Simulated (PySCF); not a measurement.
Species: BH6N2P.
Numbering: `[NH2:1][B:2]([NH2:3])[PH2:4]` (hydrogens: H5, H6 on N1; H7, H8 on N3; H9, H10 on P4)

The closed-shell SCF was solved with PySCF and density fitting under several settings on one GFN2-xTB geometry (grid level 2 and gas phase unless stated).

| settings | basis functions | SCF cycles | E (Eh) | HOMO (eV) | LUMO (eV) | dipole (D) |
| --- | --- | --- | --- | --- | --- | --- |
| PBE0/pcSseg-1 | 105 | 12 | -479.0778 | -6.80 | 1.00 | 2.68 |
| PBE0/def2-SVPD | 132 | 12 | -478.9205 | -6.84 | 0.13 | 2.44 |
| PBE0/3-21G, IEF-PCM benzene | 52 | 12 | -476.6035 | -6.43 | 2.07 | 3.62 |
| LDA/def2-TZVPP, IEF-PCM chloroform, grid level 4 | 219 | 13 | -477.0194 | -5.78 | -0.17 | 3.08 |
| HCTH407/cc-pVDZ, grid level 1 | 90 | 10 | -479.4378 | -5.47 | 0.34 | 2.65 |
| PBE0/3-21G | 52 | 12 | -476.5975 | -6.41 | 2.14 | 3.28 |
| BP86/def2-SVPD, level shift 0.3 Eh | 132 | 13 | -479.2460 | -5.79 | -0.39 | 2.45 |

**Question.** Estimate the row for these settings: HCTH407/6-31G, IEF-PCM dichloromethane, fitting basis def2-qzvpp-jkfit.

**Answer.** 
```csv
settings,basis functions,SCF cycles,E (Eh),HOMO (eV),LUMO (eV),dipole (D)
"HCTH407/6-31G, IEF-PCM dichloromethane, fitting basis def2-qzvpp-jkfit",52,10,-479.3556,-5.31,0.84,3.80
```

**Question.** Over all rows, what range does the HOMO–LUMO gap span?

**Answer.** From 5.40 eV (BP86/def2-SVPD, level shift 0.3 Eh) to 8.55 eV (PBE0/3-21G). The functional of the narrowest has no exact exchange, that of the widest 25 % exact exchange.

**Question.** And the dipole moment?

**Answer.** From 2.44 D (PBE0/def2-SVPD) to 3.80 D (HCTH407/6-31G, IEF-PCM dichloromethane, fitting basis def2-qzvpp-jkfit); the largest is 1.56 times the smallest, and the median is 2.88 D.

**Question.** Compare two rows with the functional PBE0: PBE0/pcSseg-1 and PBE0/3-21G. Which energy is lower, and by how much?

**Answer.** PBE0/pcSseg-1 (105 functions) lies 2.4803 Eh or 1556 kcal/mol below PBE0/3-21G (52 functions).

Cycle counts include a coarse-grid stage where the run had one. One conformer (not necessarily the lowest) at the GFN2-xTB geometry, without vibrations or thermal averaging.

Conformer computed: `[NH2:1][B:2]([NH2:3])[PH2:4]`: H–N1–B2–N3 -1°, H–N1–B2–N3 -178°, H–N3–B2–N1 2°, H–N3–B2–N1 178°, H–P4–B2–N1 137°, H–P4–B2–N1 44°.
